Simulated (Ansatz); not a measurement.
C2H6ClGeN, SMILES `N=[CH][GeH2][CH2]Cl` at its PBE0-D4/def2-TZVP geometry, where that method's forces vanish. The species carries charge 0 and has multiplicity 1.

```
atom   x (Å)   y (Å)   z (Å)
  N1  -0.838  -2.442  -0.171
  C2  -1.024  -1.206   0.022
 Ge3   0.314   0.065   0.712
  C4   0.611   1.486  -0.618
 Cl5  -0.914   2.362  -0.911
  H6   0.109  -2.729   0.088
  H7  -2.016  -0.814  -0.230
  H8  -0.150   0.724   2.020
  H9   1.619  -0.729   0.929
 H10   1.347   2.210  -0.272
 H11   0.942   1.071  -1.569
```

**Question.** For each bond, give half the difference of the two atoms' forces along it (eV/Å; positive pushes the atoms apart) under PBE-D4, r2SCAN-D4, B3LYP-D4, ωB97M-V in def2-TZVPP. (An estimate is asked.)

**Answer.** The calculation gave: 
```
  bond  length (Å)  PBE-D4  r2SCAN-D4  B3LYP-D4  ωB97M-V
 N1–C2       1.265    0.58       0.28      0.13     0.15
 N1–H6       1.023    0.22       0.00     -0.05    -0.07
C2–Ge3       1.970   -0.13      -0.05      0.11     0.00
 C2–H7       1.095    0.02      -0.04     -0.15    -0.11
Ge3–C4       1.968    0.03       0.01      0.12     0.00
Ge3–H8       1.537    0.05      -0.06     -0.05    -0.08
Ge3–H9       1.543    0.07      -0.05     -0.06    -0.09
C4–Cl5       1.783    0.21       0.24      0.38     0.20
C4–H10       1.089    0.09      -0.06     -0.15    -0.09
C4–H11       1.089    0.10      -0.05     -0.15    -0.10
```

B3LYP here is the variant with VWN-RPA as its local correlation; programs differ in this.

All numbers were calculated with Ansatz.
